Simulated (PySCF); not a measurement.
PySCF job for C8H6N2S, SMILES c1ccc(-c2nccs2)nc1, SMD-ωB97X/6-31G*. Geometry optimised at PBE0-D3(BJ)/def2-SVP. One conformer was computed; it need not be the lowest.

```python
import numpy as np
from pyscf import gto, scf, dft
from pyscf.solvent import smd

mol = gto.M(
    atom='''
    C    -3.39381043    0.37981252    0.33802680
    C    -2.86085321   -0.56655081   -0.53273535
    C    -1.47970291   -0.68149745   -0.63196866
    C    -0.67265643    0.16054245    0.14832380
    C     0.79799667    0.08264549    0.08319943
    N     1.61426766    0.81576521    0.78222446
    C     2.91035237    0.51942233    0.50911431
    C     3.11443884   -0.46547022   -0.42254454
    S     1.60465365   -1.04761909   -0.98320018
    N    -1.18606232    1.06698899    0.98242862
    C    -2.50453199    1.16864109    1.07027141
    H    -4.47221970    0.50749993    0.45077339
    H    -3.51211894   -1.20988334   -1.12899649
    H    -1.03318456   -1.41625161   -1.30633361
    H     3.70929801    1.05712298    1.02328268
    H     4.05491136   -0.86611822   -0.79670971
    H    -2.88597942    1.92498390    1.76649167
    ''',
    basis='6-31G*',
    charge=0,
    spin=0,
    max_memory=1600,
    verbose=3,
)
mf = dft.RKS(mol, xc='wb97x').density_fit(auxbasis='def2-universal-jkfit')
mf.grids.level = 3
mf.conv_tol = 1e-9
mf.max_cycle = 100
mf.kernel()
res = {}
for name in ['water', 'benzene', 'dimethylsulfoxide']:
    s = mf.SMD()
    s.with_solvent.solvent, s.with_solvent.sasa_ng = name, 194
    s.kernel(mf.make_rdm1())
    res[name] = (s.e_tot, s.with_solvent.get_cds(), s.dip_moment(), s.mo_energy, s.converged)
    print(f'SMD {name}: dG(solv) = {(s.e_tot - mf.e_tot) * 627.509474:.3f} kcal/mol, of which CDS {res[name][1] * 627.509474:.3f}')
```

It prints:

```
converged SCF energy = -816.001362820207
converged SCF energy = -816.016028799031
Dipole moment(X, Y, Z, Debye): -1.47691, -2.88741, -2.69746
SMD water: dG(solv) = -9.203 kcal/mol, of which CDS 1.295
converged SCF energy = -816.01362013351
Dipole moment(X, Y, Z, Debye): -1.19533, -2.24461, -2.09637
SMD benzene: dG(solv) = -7.692 kcal/mol, of which CDS -3.404
converged SCF energy = -816.015988259005
Dipole moment(X, Y, Z, Debye): -1.46919, -2.86765, -2.67896
SMD dimethylsulfoxide: dG(solv) = -9.178 kcal/mol, of which CDS 1.146
```

Self-consistency was reached.

Cost: around 8 core-minutes (rough).
